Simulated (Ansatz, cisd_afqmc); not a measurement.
System: Sn, charge 0, triplet.

Total energies in def2-SVPD, 4 correlated electrons, 9 frozen orbitals. UHF or UKS for unpaired electrons; spin-orbit terms are left out. Cores are frozen in correlated methods (noble-gas shells, and filled d and f shells in the p block). Past Kr the def2 sets carry scalar-relativistic core potentials. The Monte Carlo rows (phaseless AFQMC, CISD trial, step 0.005/hartree) carry one-sigma bars that omit the constraint's bias. Outlying blocks are dropped, and bars are widened where a walk drifts. Over all cases where full CI ran beside it in this data, AFQMC minus full CI had a median of +0.1 mEh and passed +0.4 mEh in a tenth of the cases. Spin-orbit terms, left out, reach several kcal/mol for Br and I, and more for heavier atoms.

```
method         program         energy (Eh)  minus CCSDTQ (mEh)
----------  ----------  ------------------  ------------------
HF              Ansatz          -213.33649               50.71
MP2             Ansatz          -213.37184               15.36
CCSD            Ansatz          -213.38613                1.07
CCSD(T)         Ansatz          -213.38688                0.32
CCSDT(Q)        Ansatz          -213.38719                0.01
CCSDTQ          Ansatz          -213.38720                0.00
AFQMC/CISD  cisd_afqmc  -213.3871 ± 0.0001           0.1 ± 0.1
```

Ansatz is a first-principles code.
